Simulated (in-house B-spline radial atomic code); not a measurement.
Settings and results of a run for Pr6+ (with a hole in an inner shell). Level of theory: Dirac-Hartree-Fock, average of the jj configuration, Fermi nucleus of rms radius 4.8919 fm; calculated with a radial B-spline atomic code at the basis-set limit.

In the input, a minus or plus after the letter marks the j = l - 1/2 or j = l + 1/2 subshell.

Command:
```bash
python run_scf.py task.json out
```
Settings (nuclear radius in fm, mass in u):
```
Z                59
configuration    1s2 2s2 2p6 3s1 3p6 3d-4 3d+5 4s2 4p6 4d10 4f1 5s2 5p6
hamiltonian      dirac
method           hf
spin_polarised   False
nucleus          fermi
rms_radius       4.8919
atomic_mass      140.90766
speed_of_light   137.035999084
```

Output (hartree, bohr):
```
 radial grid: 68 intervals, B-splines of order 8, outer radius 21.6418 bohr

 iter        energy (Eh)    residual
    1       -9098.155954    1.29e+00
    2       -9130.143440    9.12e-01
    3       -9138.329473    2.34e-01
    4       -9139.119316    7.60e-02
    5       -9139.194844    3.23e-02
    6       -9139.207273    1.72e-03
    7       -9139.207318    7.14e-04
    8       -9139.207322    4.23e-05
    9       -9139.207322    6.41e-07
   10       -9139.207322    5.33e-08

 total energy                     -9139.20732
 kinetic                            9828.8014
 electron-nucleus                 -22059.1360
 electron-electron                  3091.1273

 first-order corrections (not in the total)
   Gaunt                             8.6735
   retardation                      -0.9083
   frequency dependence             -0.1047
   self-energy                       5.9741
   Uehling                          -0.8947
   Wichmann-Kroll                    0.0247
   recoil                            0.0234

 orbital      occ     eigenvalue          <r>       <r^2>       <1/r>       <r^4>       r_max    small
 1s1/2      2.000     -1559.6517    0.0240894 0.000789375      64.685 1.64679e-06     0.01541  4.78e-02
 2s1/2      2.000      -260.9746     0.102464   0.0124508     15.2997 0.000268605     0.08732  1.04e-02
 2p1/2      2.000      -246.6428    0.0860753  0.00913561     15.2508 0.000169069     0.06656  1.04e-02
 2p3/2      4.000      -228.7470    0.0922869   0.0103698     13.7765 0.000211513     0.07185  9.81e-03
 3s1/2      1.000       -62.7217     0.269549   0.0832518     5.59567   0.0105924      0.2476  3.29e-03
 3p1/2      2.000       -56.2848     0.258035   0.0773499     5.52339  0.00946138      0.2342  3.25e-03
 3p3/2      4.000       -52.4490     0.269917   0.0844361     5.14858   0.0112158      0.2454  3.07e-03
 3d3/2      4.000       -42.3642     0.240296   0.0678522     5.01433  0.00818069      0.1963  2.94e-03
 3d5/2      5.000       -41.5357      0.24616   0.0714068     4.89213  0.00930505      0.1999  2.86e-03
 4s1/2      2.000       -16.2927     0.600896    0.407228     2.38974    0.238859       0.566  1.08e-03
 4p1/2      2.000       -13.8787     0.614298    0.428025     2.27647    0.269766      0.5707  1.00e-03
 4p3/2      4.000       -13.0044     0.638087    0.461651     2.16009    0.313635       0.593  9.49e-04
 4d3/2      4.000        -8.8799     0.671193    0.519181     1.96568    0.424872       0.601  8.09e-04
 4d5/2      6.000        -8.6989     0.678523    0.532068     1.95921    0.447762      0.6105  8.20e-04
 4f5/2      0.429        -4.2575     0.749749    0.672084     1.62259    0.867358      0.5802  5.76e-04
 4f7/2      0.571        -4.2145     0.756733    0.684429     1.60671     0.89859      0.5858  5.67e-04
 5s1/2      2.000        -4.7469      1.34057     2.00067    0.995136     5.61042       1.248  2.75e-04
 5p1/2      2.000        -3.8698      1.43441     2.29783     0.92017     7.50065       1.323  2.41e-04
 5p3/2      4.000        -3.6979      1.48579     2.46358    0.881003     8.59913       1.372  2.27e-04
```

Run time, properties included: 1.2 s on 1 thread of Arm Neoverse V2, on a shared host.

For the Dirac Hamiltonian the kinetic term is c α·p + (β - 1)c².
